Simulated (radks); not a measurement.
Results of a calculation; reference values are marked as such.
Ionisation of Cu+, [Ar] 3d10, to Cu2+, [Ar] 3d9, under several functionals. Non-relativistic Kohn-Sham, spin-unpolarised, spherical densities, point nucleus; a radial shooting solver on a logarithmic mesh with Libxc functionals.

functional                                      E(Cu+) (hartree)  Exc (hartree)  IE (eV)  -e(HOMO) (eV)  <r> HOMO (bohr)  IE error (eV)
OLYP                                                 -1640.73349      -67.59201   21.459         13.643            1.003         +1.166
exchange-only PBE                                    -1638.67480      -65.39321   20.514         12.893            1.019         +0.222
exchange-only B88                                    -1638.99775      -65.73071   20.470         12.841            1.017         +0.178
MS2 meta-GGA                                         -1640.03949      -66.82232   21.364         13.637            1.009         +1.071
BP86                                                 -1640.49893      -67.27814   21.585         13.870            1.008         +1.293
exchange-only r2SCAN                                 -1638.87399      -65.66851   20.409         12.676            1.007         +0.117
Wu-Cohen GGA                                         -1639.56604      -66.33394   21.489         13.749            1.007         +1.197
SCAN                                                 -1640.37493      -67.20312   21.561         13.771            1.002         +1.269
TASK exchange with Perdew-Wang LDA correlation       -1639.61841      -66.51883   21.050         13.118           0.9830         +0.758
AM05                                                 -1637.63678      -64.36942   21.468         13.730            1.007         +1.176
revTPSS                                              -1639.80935      -66.57722   21.211         13.478            1.007         +0.919
LDA (Slater exchange, Perdew-Wang correlation)       -1637.47315      -64.19328   21.841         14.100            1.008         +1.548

NIST Atomic Spectra Database: 20.292 eV (measured). Closest: exchange-only r2SCAN. The Delta-SCF values span 1.43 eV, the total energies 3.26 hartree. The highest occupied level is 3d. Spin polarisation and multiplet splitting are left out, so open shells lie too high by an amount that depends on their filling.

Beside tabulated values, note that spin-unpolarised runs miss the spin-polarisation part of the exchange energy of open shells.
